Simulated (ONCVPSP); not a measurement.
## What one change does to a pseudopotential (Cl (Z = 17), ONCV)

* Element: chlorine (Cl)
* Generator: ONCVPSP 4.0.1
* Type: optimised norm-conserving Vanderbilt (ONCV)
* Functional: LDA (Perdew-Wang 92)
* Relativity: scalar-relativistic
* Frozen core: [He]
* Valence charge: 15
* Reference configuration: 2s2 2p6 3s2 3p5
* Partial waves: 2s+3s: rc 0.80 bohr, ncon 4, nbas 7, qcut 18.4 1/bohr, 2 projectors; 2p+3p: rc 0.65 bohr, ncon 4, nbas 8, qcut 25.2 1/bohr, 2 projectors
* Local potential: polynomial inside 0.55 bohr (lpopt 5, dvloc0 0 Ha)
* Core correction: polynomial model core, fcfact 0.2

Change: all radii but the core radius scaled by about 1.05 (s 0.84, p 0.68 bohr); local potential polynomial inside 0.58 bohr (lpopt 5, dvloc0 0 Ha).

Cutoffs: the cutoffs (Ha) at which the residual kinetic energy of the hardest occupied pseudo-wave falls to 1 and 0.1 mHa per electron; they do not see the model core or the augmentation charge, which bear on the density cutoff. Errors are all-electron minus pseudo energies relative to the spin-unpolarised reference configuration.

**Question.** How do hardness, ghosts and transferability respond?

**Answer.** The potential gets neither clearly harder nor softer (222 Ha and 252 Ha → 214 Ha and 244 Ha); the p channel sets the loose cutoff, while the largest relative change is in s, which becomes softer; the errors of the 4 common tests hardly move; neither file shows a bound ghost.

| quantity | base | changed |
| --- | --- | --- |
| cutoff, loose | 222 Ha | 214 Ha |
| cutoff, tight | 252 Ha | 244 Ha |
| loose cutoff by channel | s 75 Ha, p 222 Ha | s 61 Ha, p 214 Ha |
| bound ghosts | none | none |
| GHOST(+) flags under 300 eV | none | none |
| error for 2s2 2p6 3s2 3p4, meV [ΔE 13.97 eV] | +1.3 | +1.2 |
| error for 2s2 2p6 3s2 3p3, meV [ΔE 39.50 eV] | +4.1 | +3.9 |
| error for 2s2 2p6 3s2 3p2, meV [ΔE 77.89 eV] | +10 | +10 |
| error for 2s2 2p6 3s1 3p5, meV [ΔE 26.57 eV] | -0.2 | -0.5 |
| rms error of d²Exc/dni dnj with the model core, mHa | 2.21 | 2.21 |
